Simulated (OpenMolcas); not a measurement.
Ti3+ (d1) on a cation site of an ionic host was computed by SS-CASPT2, IPEA 0.25 Eh, imaginary shift 0.1 Eh with the d shell active (OpenMolcas, ANO-RCC-VTZP on the metal). Its lowest spin-free states, and all those of the highest spin:

| 2S+1 | Degeneracy | E (cm-1) |
| --- | --- | --- |
| 2 | 3 | 0 |
| 2 | 2 | 9630 |

Task: Is the site octahedral, tetrahedral or cube-like, axial, or of lower symmetry?

Result: The states with 2S+1 = 2 have orbital degeneracies 3, 2. Threefold states need a cubic site. For d1 at this spin an octahedron puts the threefold T2 below the twofold E and a tetrahedron or cube puts the twofold E below the threefold T2, so the site is octahedral. The first gap at this spin, 9630 cm-1, is |10Dq| in ligand-field theory. The run had Ti3+ with its 6 nearest chloride ions at 2.619 Å, on the Y site of Cs2NaYCl6 (a = 10.7396 Å, distance in the model lattice 2.619 Å). The rest of the host is ab initio model potentials to 7.6 Å and point charges beyond; the distance is set by hand and nothing relaxes. Ligand basis ANO-RCC-VDZP.

Over all roots computed the reference weight is 0.68; a low but even weight reflects the number of correlated electrons. An orbital triplet at a regular site is open to Jahn-Teller coupling, which can distort the site and quench the lowest spin-orbit gaps and is left out. Ligand-to-metal charge-transfer states are missing. With one d shell and no ligand orbital active, 10Dq can be off by a tenth or more. Free-ion shares, where given, are those of the reference states; single-state CASPT2 does not remix them. The distance lies 5 % over the 2.496 Å that this model takes as the normal distance (a Shannon-type radius plus a fixed donor radius, weighted with the host); by an R⁻⁵ law this alone changes a d-shell field by about -21 %. No measured value stands beside these numbers; the geometry was set by hand and not optimised.
